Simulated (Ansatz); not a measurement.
H2SSi (SMILES [SiH]S) moved off its minimum; all values from Ansatz (an electronic-structure program), cores frozen in correlated methods.
(charge 0, multiplicity 1)
```xyz
4

Si     0.21599    -0.82553     0.76736
H      0.72557    -1.72203    -0.35490
S     -0.17629     0.75611    -0.65055
H     -0.66020     1.59425     0.18172
```

Forces at HF/def2-TZVPP (eV/Å):

```csv
atom,Fx,Fy,Fz
Si1,0.005,0.195,-0.698
H2,-0.050,0.094,0.281
S3,0.688,-1.500,-0.663
H4,-0.643,1.211,1.080
```

Q: Give the forces (eV/Å), the total energy and the dipole at CCSD(T)/aug-cc-pV(T+d)Z.

A: 
```
atom      Fx      Fy      Fz
----  ------  ------  ------
Si1   -0.075   0.239  -0.285
H2    -0.008   0.076   0.048
S3     0.826  -1.649  -1.126
H4    -0.743   1.334   1.362
```
Energy -687.9822 hartree, dipole 0.59 D.

Doubts at one or more of the structures used: a restricted determinant that unrestricted orbitals would lower (CCSD(T)/aug-cc-pV(T+d)Z).
